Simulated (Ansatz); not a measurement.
Basis-set extrapolation for CH₅BN₂ (`NC1BN1`) (PBE0-D4/def2-TZVP geometry, frozen core, Ansatz). Multiplicity 1, RHF reference.

```
                      def2-TZVPP   def2-QZVPP
                 HF  -174.390934  -174.399514
    MP2 correlation    -0.685310    -0.732280
CCSD(T) correlation    -0.740951      not run
```

Energies in hartree. Use E(X) = E(∞) + A·exp(−7.88·√X) for Hartree–Fock and E(X) = E(∞) + B·X^(−2.97) for correlation, with X = 3 and 4, and add CCSD(T) minus MP2 of the smaller set to the MP2 limit.

What is the CCSD(T) energy at the basis-set limit?

HF limit: -174.399514 + (-0.008580) × 0.13774 = -174.40070. MP2 limit: -0.732280 + (-0.046970) × 0.74074 = -0.76707. Higher-order term: -0.740951 − (-0.685310) = -0.05564. Total: -175.22341 hartree, 57.4 kcal/mol below CCSD(T)/def2-TZVPP.
